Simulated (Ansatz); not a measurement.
`[NH2][Al]([F])[Cl]` + NH₃ → `[NH2][Al]([NH2])[Cl]` + H–F at 400 K and 1 bar (ligand exchange at the Al–F bond).

Program: Ansatz. Geometries: PBE0-D4/def2-TZVP. ΔE: electronic, gas phase. CBS: MP2 limit from def2 TZ/QZ plus the TZ coupled-cluster correction, frozen cores. This one scheme is used for every species. Each species was taken in one conformer, which may not be the lowest.

| species | CCSD(T)/CBS energy (Eh) | H − E (kJ/mol) | S (J/(mol·K)) |
| --- | --- | --- | --- |
| `[NH2][Al]([F])[Cl]` | -857.68991 | 105.1 | 342.4 |
| NH₃ | -56.50880 | 104.2 | 203.1 |
| `[NH2][Al]([NH2])[Cl]` | -813.76750 | 170.0 | 359.0 |
| H–F | -100.39570 | 36.5 | 182.2 |

H − E and S are ideal-gas, rigid-rotor, harmonic terms from PBE0-D4/def2-TZVP, for one conformer and one mirror image of each species. 1 Eh = 2625.50 kJ/mol, R = 8.31446 J/(mol·K).

Task: By hand: ΔE, ΔH, ΔS and ΔG.

Result: ΔE = (-813.76750) + (-100.39570) − (-857.68991) − (-56.50880) = 0.03551 Eh = 93.2 kJ/mol. Δ(H − E) = 170.0 + 36.5 − 105.1 − 104.2 = -2.8, so ΔH = 90.4 kJ/mol. ΔS = 359.0 + 182.2 − 342.4 − 203.1 = -4.3 J/(mol·K). ΔG = 90.4 − 400 × (-4.3)/1000 = 92.1 kJ/mol.

Task: By hand: the equilibrium constant, and the temperature at which ΔG would vanish if ΔH and ΔS stayed fixed.

Result: log₁₀ K = −ΔG/(RT ln 10) = -12.0. ΔH and −TΔS have one sign here, so there is no such temperature.

The number of gas molecules stays the same, so ΔS is small and ΔH decides. A doubt of 5 kJ/mol in ΔE shifts log₁₀ K by 0.7 here. Other conformers and mirror images would add mixing entropy, several J/(mol·K) or more a flexible species. These are equilibria of isolated gas molecules and say nothing of rates. Largest T1 diagnostic: 0.010 (customary marks: 0.02 for closed shells, 0.045 for open ones).

ΔS is within the doubt of such terms, so its sign, and with it that verdict, could turn.
